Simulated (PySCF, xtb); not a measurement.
Ga(H)(Me)(OMe) (C₂H₇GaO), SMILES C[O][GaH][CH3].

GFN2-xTB (xtb) at its own geometry gives an orbital gap of 4.47 eV and a dipole moment of 1.16 D.

Coordinates come from a B3LYP-D3(BJ)/def2-SVP optimisation. Other conformers were not sampled.

**Question.** What does M06-2X/def2-TZVP (PySCF) give? (The exact figures need the calculation; the answer reports its results.)

**Answer.** gap 8.91 eV (levels -9.16 and -0.25 eV), dipole 1.11 D.
